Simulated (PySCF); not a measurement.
Spectra and structures to be paired. Method used: TDDFT PBE0/def2-SVPD, vertical, gas phase, core orbitals frozen in the response (PySCF). Geometries: GFN2-xTB; one conformer of each isolated species. Triplets are in the Tamm–Dancoff approximation.

A. `C=C[SiH]1CSC1`
B. `C#C[SiH2]CSC`
C. `Cl[SiH2]n1ccnc1`
D. `CCC#C[SiH2]S`

Lowest singlet levels (six at most, fewer where fewer were computed) with oscillator strengths:

1. 5.70 eV (f 0.020); 6.00 eV (f 0.012); 6.21 eV (f 0.001); 6.38 eV (f 0.090); 6.69 eV (f 0.011); 6.89 eV (f 0.004); T1 4.32 eV
2. 5.12 eV (f 0.000); 5.54 eV (f 0.001); 5.70 eV (f 0.014); 5.80 eV (f 0.011); 6.12 eV (f 0.000); 6.19 eV (f 0.000); T1 4.77 eV
3. 5.56 eV (f 0.043); 5.77 eV (f 0.000); 6.03 eV (f 0.002); 6.10 eV (f 0.008); 6.15 eV (f 0.017); 6.52 eV (f 0.002); T1 4.81 eV
4. 4.10 eV (f 0.000); 5.36 eV (f 0.000); 5.48 eV (f 0.001); 5.53 eV (f 0.018); 5.94 eV (f 0.004); 6.20 eV (f 0.028); T1 3.85 eV

Task: Which spectrum belongs to which structure?

Result: 1 = C, 2 = B, 3 = D, 4 = A.
- A: S1 at 4.10 eV, HOMO→LUMO (92%); Löwdin shares by element: HOMO sulfur 70%, carbon 20% or more; LUMO carbon 52% or more, silicon 12%, sulfur 11% (atoms not listed hold the other 25%); HOMO -6.22 and LUMO -0.99 eV; point group Cs, 2 of its 6 listed states under f = 0.0005.
- B: S1 at 5.12 eV, HOMO→LUMO (75%), HOMO→LUMO+2 (16%); Löwdin shares by element: HOMO sulfur 71%, carbon 20% or more; LUMO carbon 47% or more, silicon 20%, sulfur 8% (atoms not listed hold the other 25%); HOMO -6.41 and LUMO -0.20 eV; point group Cs, 3 of its 6 listed states under f = 0.0005.
- C: S1 at 5.70 eV, HOMO→LUMO (94%); Löwdin shares by element: HOMO carbon 74%, nitrogen 9% or more (atoms not listed hold the other 16%); LUMO silicon 29%, chlorine 23%, hydrogen 18% or more (atoms not listed hold the other 30%); HOMO -6.96 and LUMO -0.34 eV.
- D: S1 at 5.56 eV, HOMO→LUMO (96%); Löwdin shares by element: HOMO sulfur 73%, silicon 7%, hydrogen 6% or more, carbon 6% or more; LUMO carbon 34% or more, silicon 25%, sulfur 18% (atoms not listed hold the other 23%); HOMO -7.22 and LUMO -0.43 eV.
C and D have S1 within 0.14 eV of each other; their strongest listed levels stand at 6.38 eV (f 0.090) and 5.56 eV (f 0.043).
